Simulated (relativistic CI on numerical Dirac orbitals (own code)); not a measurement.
# Ti⁺: resonant inelastic scattering at the M2,3 edge

Computed with this model: Dirac-Coulomb-Breit CI, separate exchange-only KLI orbitals for each configuration, model QED (radiative potential, 1s self-energy scaled to tabulated hydrogen-like ionisation energies), Kramers-Heisenberg scattering through one core-hole configuration in a parametric crystal field, unscaled Slater integrals; configurations [Ar] 3d3 → [Ne] 3s2 3p5 3d4; 80 K; core-hole width 0.8 eV; summed over polarisations. Incident energies are the highest absorption maxima for each field (at most a few, so the weaker spin-orbit partner edge can be absent), on the computed scale of the free ion. Intensities are in per cent of the strongest line above 0.02 eV; levels within 1 cm⁻¹ are merged; final levels count from the ground level, the first row holds all elastic scattering, lines under 0.4 are left out and each table stops after 24 rows. The scale of the Slater integrals is a model choice and moves the terms in proportion. The configuration is assumed, with all valence electrons in the open shell; the free ion's ground configuration is another.

Field parameters in Wybourne normalisation: D4h B²₀ = −7Ds, B⁴₀ = 21(Dq − Dt), B⁴₄ = 21√(5/14) Dq. The field is a parameter set, without covalency.

S is read from ⟨S²⟩ = S(S + 1).

D4h, 10Dq = 15750, Ds = 2270, Dt = -560 cm⁻¹:

```csv
Final level (eV),Degeneracy,Irrep,S,39.9 eV,44.2 eV,45 eV
0.000,4,Γ6+Γ7,1.50,704.7,234.2,257.7
1.671,2,Γ7,0.50,0.6,0.8,0.2
1.953,2,Γ6,1.50,75.3,83.4,2.9
1.953,2,Γ7,1.50,74.8,82.9,3.0
2.183,2,Γ6,1.50,8.8,85.8,22.9
2.183,2,Γ7,1.50,8.8,85.4,22.2
2.404,2,Γ7,0.51,0.9,0.7,1.2
2.476,2,Γ7,1.49,53.7,40.4,78.7
2.479,2,Γ7,1.50,53.1,41.5,86.8
2.482,2,Γ6,1.50,53.0,42.4,93.9
2.485,2,Γ6,1.50,52.5,43.6,99.5
3.285,2,Γ7,0.50,0.4,0.3,0.5
3.329,2,Γ6,0.50,0.1,0.2,0.8
3.772,2,Γ7,1.50,6.3,32.2,100.0
3.772,2,Γ7,1.50,5.7,30.0,93.6
3.772,2,Γ6,1.50,5.4,28.1,85.2
3.772,2,Γ6,1.50,5.0,26.7,76.7
3.921,2,Γ6,0.50,0.1,0.3,0.5
4.360,2,Γ6,0.50,0.1,0.1,0.4
4.472,2,Γ7,0.50,0.2,0.1,0.4
4.940,2,Γ6,1.50,2.8,16.0,38.7
4.941,2,Γ6,1.50,3.0,15.3,36.0
4.942,2,Γ7,1.50,3.2,14.4,32.6
4.943,2,Γ7,1.50,3.2,13.6,28.6
```

D4h, 10Dq = 12350, Ds = 2160, Dt = -510 cm⁻¹:

| Final level (eV) | Degeneracy | Irrep | S | 39.5 eV | 40.1 eV | 49.7 eV |
| --- | --- | --- | --- | --- | --- | --- |
| 0.000 | 4 | Γ6+Γ7 | 1.50 | 226.5 | 170.7 | 161.4 |
| 1.531 | 2 | Γ7 | 1.50 | 27.8 | 23.8 | 51.1 |
| 1.531 | 2 | Γ6 | 1.50 | 27.5 | 24.0 | 52.8 |
| 1.658 | 2 | Γ7 | 0.51 | 0.1 | 0.1 | 0.4 |
| 1.770 | 2 | Γ6 | 1.50 | 2.1 | 1.7 | 23.2 |
| 1.771 | 2 | Γ7 | 1.50 | 2.1 | 1.2 | 23.8 |
| 2.001 | 2 | Γ7 | 1.50 | 18.4 | 22.2 | 77.2 |
| 2.005 | 2 | Γ7 | 1.50 | 17.9 | 21.4 | 76.3 |
| 2.009 | 2 | Γ6 | 1.50 | 17.3 | 20.8 | 75.8 |
| 2.012 | 2 | Γ6 | 1.50 | 16.6 | 20.3 | 75.8 |
| 3.074 | 2 | Γ7 | 0.51 | 0.1 | 0.1 | 0.4 |
| 3.108 | 2 | Γ6 | 0.67 | 0.2 | 1.1 | 11.6 |
| 3.115 | 2 | Γ7 | 0.79 | 0.3 | 1.7 | 21.6 |
| 3.130 | 2 | Γ7 | 1.50 | 2.2 | 7.4 | 97.6 |
| 3.134 | 2 | Γ6 | 1.50 | 1.5 | 9.8 | 100.0 |
| 3.136 | 2 | Γ6 | 1.41 | 1.6 | 7.8 | 87.4 |
| 3.136 | 2 | Γ7 | 1.32 | 1.7 | 6.3 | 75.8 |
| 4.197 | 2 | Γ6 | 1.50 | 1.5 | 2.1 | 34.6 |
| 4.200 | 2 | Γ6 | 1.50 | 1.6 | 2.1 | 37.2 |
| 4.202 | 2 | Γ7 | 1.50 | 1.7 | 2.1 | 38.8 |
| 4.204 | 2 | Γ7 | 1.50 | 1.9 | 2.1 | 38.8 |
| 4.917 | 2 | Γ7 | 1.49 | 0.9 | 0.3 | 66.4 |
| 4.917 | 2 |  | 1.50 | 0.9 | 0.3 | 66.0 |
| 4.982 | 2 |  | 0.51 | 0.0 | 0.0 | 0.8 |

D4h, 10Dq = 3900, Ds = -310, Dt = -200 cm⁻¹:

| Final level (eV) | Degeneracy | Irrep | S | 39.4 eV | 43.4 eV | 48.1 eV |
| --- | --- | --- | --- | --- | --- | --- |
| 0.000 | 4 | Γ6+Γ7 | 1.50 | 143.0 | 249.1 | 263.8 |
| 0.483 | 2 | Γ7 | 1.50 | 28.2 | 12.3 | 94.7 |
| 0.484 | 2 | Γ6 | 1.50 | 28.4 | 14.9 | 94.4 |
| 0.676 | 2 | Γ6 | 1.50 | 18.7 | 19.9 | 94.9 |
| 0.677 | 2 | Γ6 | 1.50 | 17.6 | 17.8 | 95.2 |
| 0.678 | 2 | Γ7 | 1.50 | 16.4 | 16.8 | 97.7 |
| 0.679 | 2 | Γ7 | 1.50 | 15.4 | 14.3 | 100.0 |
| 1.049 | 2 | Γ7 | 1.50 | 5.5 | 69.8 | 94.8 |
| 1.055 | 2 | Γ7 | 1.50 | 5.1 | 68.2 | 88.2 |
| 1.061 | 2 | Γ6 | 1.50 | 4.7 | 65.0 | 83.0 |
| 1.067 | 2 | Γ6 | 1.50 | 4.3 | 60.1 | 78.8 |
| 1.126 | 2 | Γ7 | 1.50 | 2.5 | 76.6 | 87.4 |
| 1.126 | 2 | Γ6 | 1.50 | 2.6 | 72.4 | 86.8 |
| 1.949 | 2 | Γ6 | 0.50 | 0.0 | 0.5 | 0.1 |
| 2.140 | 2 | Γ6 | 1.49 | 1.2 | 12.9 | 12.3 |
| 2.143 | 2 | Γ6 | 1.50 | 1.2 | 13.4 | 12.2 |
| 2.147 | 2 | Γ7 | 1.50 | 1.1 | 13.5 | 12.8 |
| 2.151 | 2 | Γ7 | 1.50 | 1.1 | 13.7 | 13.6 |
| 2.263 | 2 | Γ7 | 1.50 | 0.8 | 8.3 | 30.3 |
| 2.263 | 2 | Γ6 | 1.50 | 0.9 | 8.1 | 29.4 |
| 3.812 | 2 |  | 0.50 | 0.0 | 0.8 | 0.1 |
| 3.846 | 2 |  | 0.50 | 0.0 | 0.6 | 0.1 |
| 3.850 | 2 |  | 0.50 | 0.0 | 0.7 | 0.2 |
| 3.883 | 2 |  | 0.50 | 0.0 | 0.7 | 0.1 |

For the first field the strongest loss at the lowest incident energy is the level at 1.95 eV (S = 1.50, against 1.50 in the thermal ground state).
